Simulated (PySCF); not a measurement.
PySCF input file for CuI, SMILES [Cu][I] (connectivity only; charge and spin as stated), charge -1, multiplicity 2, PBE0-D3(BJ)/def2-TZVPD. Geometry optimised at PBE0-D3(BJ)/def2-TZVPD. The spin state was assumed, not searched. The def2 effective core potentials stand for the cores of I; spin–orbit coupling is left out.

```python
import numpy as np
from pyscf import gto, scf, dft, df
from pyscf.hessian import thermo

mol = gto.M(
    atom='''
    Cu    0.00000000    0.00000000   -1.64719195
    I     0.00000000    0.00000000    0.90129371
    ''',
    basis='def2-TZVPD',
    ecp={'I': 'def2-tzvp'},
    charge=-1,
    spin=1,
    max_memory=1600,
    verbose=3,
)
mf = dft.UKS(mol, xc='pbe0').density_fit(auxbasis='def2-universal-jkfit')
mf.disp = 'd3bj'
mf.grids.level = 3
mf.conv_tol = 1e-11
mf.max_cycle = 100
mf.kernel()
fine, coarse = mf.grids, dft.Grids(mol).set(level=1).build(with_non0tab=True)
for _ in range(3):  # follow internal instabilities
    mf.grids = coarse
    mo, _, stable, _ = mf.stability(return_status=True, nroots=4)
    mf.grids = fine
    if stable:
        break
    mf.kernel(mf.make_rdm1(mo, mf.mo_occ))

# [left out here: the lines that compute and print the analytic Hessian (its translational invariance restored by hand, since the grid's response is missing), thermochemistry and intensities]
```

Output:

```

WARN: HOMO -0.410795828184291 >= LUMO -0.410795828184356

converged SCF energy = -1938.09854311252  <S^2> = 0.75372025  2S+1 = 2.0037168
<class 'pyscf.df.df_jk.DFUKS'> wavefunction is stable in the internal stability analysis

WARN: DFTD3 does not support analytical Hessian, using finite difference


WARN: Mole.unit (angstrom) is changed to Bohr

Mode                                 0
Irrep
Freq [cm^-1]                      167.5046
Reduced mass [au]                  76.2477
Force const [Dyne/A]                1.2605
Char temp [K]                     241.0019
Normal mode                   x     y     z
       0  Cu                 0.00 -0.00 -0.10
       1   I                 0.00 -0.00  0.05
temperature 298.1500 [K]
pressure 101325.00 [Pa]
Rotational constants [GHz] inf 1.83768 1.83768
Symmetry number 1
Zero-point energy (ZPE) 0.00038 [Eh]   1001.900 [J/mol]
                           tot       elec      trans        rot        vib
Entropy [J/mol/K]       266.160      5.763    174.215     75.876     10.306
Cv [J/mol/K]             28.662      0.000     12.472      8.314      7.876
Cp [J/mol/K]             36.977      0.000     20.786      8.314      7.876
Internal energy [J/mol]                      3718.434   2478.956   2612.486
Internal energy [Eh]   -1938.09519  -1938.09854
Enthalpy [J/mol]                             6197.391   2478.956   2612.486
Enthalpy [Eh]          -1938.09424
Gibbs free energy [J/mol]                  -45744.696 -20143.514   -460.377
Gibbs free energy [Eh] -1938.12447
mode   freq/cm-1   IR/(km/mol)
   1      167.50        13.658
max |gradient| / (hartree/bohr): 1.1975361938944283e-05
APT charges: [-0.23   -0.7701]
```

Self-consistency was reached.

Cost: very roughly 80 core-seconds.
